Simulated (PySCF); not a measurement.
C₂H₅NO₂Si, SMILES O1[SiH2]N=COC1.

Geometry: B3LYP-D3(BJ)/def2-SVP. The structure was generated by enumeration, and PubChem lists no compound with its InChIKey, so it may never have been made. One conformer was computed; it need not be the lowest.

Level of theory: TDDFT-ωB97X/def2-SVPD (PySCF).

Vertical excitations. The molecule is in vacuum.

```
state  energy (eV)  λ (nm)      f                                                                      main pairs
-----  -----------  ------  -----  ------------------------------------------------------------------------------
S1            5.39     230  0.004                                                                  HOMO→LUMO 87 %
S2            7.20     172  0.172                                                                HOMO−1→LUMO 85 %
S3            7.56     164  0.007                                              HOMO→LUMO+1 56 %, HOMO→LUMO+2 23 %
S4            7.78     159  0.026           HOMO→LUMO+2 36 %, HOMO→LUMO+1 22 %, HOMO−2→LUMO 19 %, HOMO→LUMO+3 5 %
S5            7.83     158  0.006                            HOMO−2→LUMO 52 %, HOMO→LUMO+2 27 %, HOMO−3→LUMO 11 %
S6            8.12     153  0.010  HOMO−2→LUMO+1 25 %, HOMO−2→LUMO+2 21 %, HOMO−1→LUMO+1 19 %, HOMO−1→LUMO+2 17 %
S7            8.33     149  0.008                                          HOMO−1→LUMO+1 60 %, HOMO−2→LUMO+1 16 %
S8            8.47     146  0.012      HOMO−1→LUMO+2 36 %, HOMO−2→LUMO+1 18 %, HOMO−3→LUMO 7 %, HOMO−2→LUMO+3 7 %
S9            8.71     142  0.008        HOMO→LUMO+3 27 %, HOMO−1→LUMO+2 18 %, HOMO−3→LUMO 11 %, HOMO→LUMO+4 11 %
S10           8.74     142  0.126            HOMO−3→LUMO 44 %, HOMO−2→LUMO 13 %, HOMO→LUMO+3 9 %, HOMO→LUMO+4 8 %
T1            4.88     254      0                                                                  HOMO→LUMO 88 %
T2            5.21     238      0                                                                HOMO−1→LUMO 85 %
T3            7.31     170      0                                              HOMO→LUMO+1 42 %, HOMO→LUMO+2 39 %
T4            7.59     163      0                                              HOMO−2→LUMO 62 %, HOMO−3→LUMO 20 %
```
Triplets are in the Tamm–Dancoff approximation, which puts them higher than full response would, so one can lie above its singlet here.
